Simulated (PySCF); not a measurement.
In(OH)2(OSiH3) (H5InO3Si), SMILES [OH][In]([OH])[O][SiH3].

The structure is a stationary point at PBE0-D3(BJ)/def2-SVP. The structure was generated by enumeration; whether it is a known compound was not checked. The def2 effective core potentials stand for the cores of In; spin–orbit coupling is left out. Other conformers were not sampled.

The numbers are results of PBE/def2-TZVP (PySCF), not measurements.

Symmetry labels are those of the subgroup Cs that the program uses (full group Cs).

Q: List the valence orbital energies around the gap with their symmetry. (The exact figures need the calculation; the answer reports its results.)

A: 
```json
[
 {"orbital": "HOMO−7", "symmetry": "A'", "energy (eV)": "-9.01"},
 {"orbital": "HOMO−6", "symmetry": "A\"", "energy (eV)": "-8.85"},
 {"orbital": "HOMO−5", "symmetry": "A'", "energy (eV)": "-8.83"},
 {"orbital": "HOMO−4", "symmetry": "A'", "energy (eV)": "-7.69"},
 {"orbital": "HOMO−3", "symmetry": "A\"", "energy (eV)": "-7.66"},
 {"orbital": "HOMO−2", "symmetry": "A\"", "energy (eV)": "-7.21"},
 {"orbital": "HOMO−1", "symmetry": "A'", "energy (eV)": "-7.05"},
 {"orbital": "HOMO", "symmetry": "A\"", "energy (eV)": "-6.93"},
 {"orbital": "LUMO", "symmetry": "A'", "energy (eV)": "-3.21"},
 {"orbital": "LUMO+1", "symmetry": "A\"", "energy (eV)": "-1.48"},
 {"orbital": "LUMO+2", "symmetry": "A'", "energy (eV)": "-0.72"},
 {"orbital": "LUMO+3", "symmetry": "A'", "energy (eV)": "-0.03"}
]
```
